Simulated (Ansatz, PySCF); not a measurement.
In(Cl)2(OAc) (C2H3Cl2InO2), SMILES O=C(C)[O][In]([Cl])[Cl]. Atoms are numbered in the order given.

```xyz
10

In    -0.0254     0.3661     0.0996
Cl     1.3207     1.9344    -0.9605
Cl    -1.5445     0.9247     1.7662
O     -0.6548    -1.3110    -1.1747
C      0.1664    -2.0805    -0.5904
C      0.2521    -3.5206    -0.9690
O      0.8935    -1.6166     0.3390
H      1.2563    -3.9099    -0.7653
H     -0.0251    -3.6560    -2.0208
H     -0.4667    -4.0778    -0.3482
```
Charge 0, spin multiplicity 1.

The structure is a stationary point at PBE0-D3(BJ)/def2-SVP. The def2 effective core potentials stand for the cores of In; spin–orbit coupling is left out. Other conformers were not sampled.

Two levels are set side by side: PBE-D3(BJ)/def2-SVP (Ansatz, an electronic-structure program) and PBE0-D3(BJ)/def2-SVP (Ansatz). Each level has its own optimised geometry; the coordinates shown are those of the second. Frequencies come from the Hessian of PySCF at each geometry. Differences are taken from unrounded values.

```
quantity                            PBE0-D3(BJ)  PBE-D3(BJ)  PBE-D3(BJ) minus PBE0-D3(BJ)
----------------------------------  -----------  ----------  ----------------------------
mean bond length (Å)                      1.719       1.739                         0.019
bond In1–Cl2 (Å)                          2.323       2.345                         0.023
bond In1–Cl3 (Å)                          2.323       2.346                         0.023
bond In1–O4 (Å)                           2.198       2.233                         0.035
bond In1–C5 (Å)                           2.549       2.579                         0.030
bond In1–O7 (Å)                           2.198       2.235                         0.037
bond O4–C5 (Å)                            1.268       1.283                         0.015
bond C5–C6 (Å)                            1.492       1.503                         0.011
bond C5–O7 (Å)                            1.268       1.282                         0.014
bond C6–H8 (Å)                            1.096       1.104                         0.008
bond C6–H9 (Å)                            1.096       1.105                         0.009
bond C6–H10 (Å)                           1.101       1.109                         0.008
highest harmonic wavenumber (cm⁻¹)         3224        3132                           -92
mean harmonic wavenumber (cm⁻¹)             987         948                           -38
zero-point energy (kcal/mol)              33.85       32.53                         -1.32
```

Exact exchange shortens and stiffens bonds; PBE has none. Differences between two approximate levels are no errors against the true value.
